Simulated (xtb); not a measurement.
C2H5S, doublet, at a GFN2-xTB geometry. Base run: xtb with GFN0-xTB.

xtb was given this input:
```
$ xtb mol.xyz --gfn 0 --uhf 1 --json

# file mol.xyz
8

C      0.00596101     1.31810472    -0.60732876
S     -0.17114785     0.11511586     0.58372680
C      0.22202030    -1.37363243    -0.38519703
H      0.71061926     1.15790413    -1.39965789
H     -0.22649668     2.31627681    -0.29702164
H      0.13226791    -2.22530445     0.28055238
H     -0.48349098    -1.45937936    -1.20603518
H      1.23757816    -1.29818465    -0.76231178
```

Each row names what was changed in the base input (with any setting that the change needs).

| change | ΔE vs base (kcal/mol) |
|---|---|
| base | 0.000 |
| etemp = 5000 | -1.39 |
| etemp = 10000 | -16.66 |
| acc = 0.1 | 0.000 |
